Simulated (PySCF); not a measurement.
Computed shifts of a molecule C₃H₉Al, B3LYP/pcSseg-1 (PySCF), GIAO, gas phase, atoms alike by connectivity averaged where their shifts nearly agree, in ppm (number of nuclei): ¹H: 5.65 (1), 1.54 (3), 0.63 (2), 0.09 (3). ¹³C: 13.9 (1), 12.2 (1), -4.5 (1). References: ¹H against TMS (σ = 31.68 ppm); ¹³C against TMS (σ = 181.3 ppm), references at their B3LYP-D3(BJ)/def2-TZVP geometries, non-relativistic. The structure is a stationary point at r2SCAN-D4/def2-SVP. One conformer was computed; it need not be the lowest.

### Question
Which molecule gave these data?
A. C[CH2][AlH][CH3]
B. [CH3][Al]([CH3])[CH3]
C. CC[CH2][AlH2]

### Answer
A, C[CH2][AlH][CH3]
